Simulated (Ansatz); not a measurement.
Molecule: CH5GeO, net charge 0, doublet state. It need not be the lowest isomer of its formula. 
Geometry from a B3LYP-D3(BJ)/def2-TZVP (Ansatz, an electronic-structure program) optimisation:
```
O
C 1 1.3543
H 2 1.0811 1 114.93
H 2 1.0858 3 120.72 1 -155.08
Ge 1 1.8074 2 119.69 3 174.46
H 5 1.5304 1 103.90 2 170.02
H 5 1.5370 6 112.72 1 -117.02
H 5 1.5392 6 112.81 7 -126.76
```
Charge 0, spin multiplicity 2.

Basis-set convergence of Hartree-Fock and MP2 correlation energies (hartree) with Ansatz. Valence correlation only, unless marked. Open shells are spin-unrestricted. No spin-orbit coupling. The frozen core is the preceding noble-gas configuration, with the filled d and f shells of earlier blocks. No relativistic terms.

```tsv
basis	functions	E(HF)	E(corr, MP2)
cc-pVDZ	80	-2190.93011	-0.40426
cc-pVTZ	173	-2191.04488	-0.50925
cc-pVQZ	328	-2191.05839	-0.54643
cc-pV5Z	561	-2191.06116	-0.56161
```

Extrapolating the two largest sets (X = 4 and 5) as X^-3: E(corr) = (125·(-0.56161) - 64·(-0.54643))/61 = -0.5775 Eh, an estimate of the basis-set limit. The largest set recovers 97.2 % of it, the smallest 70.0 %.
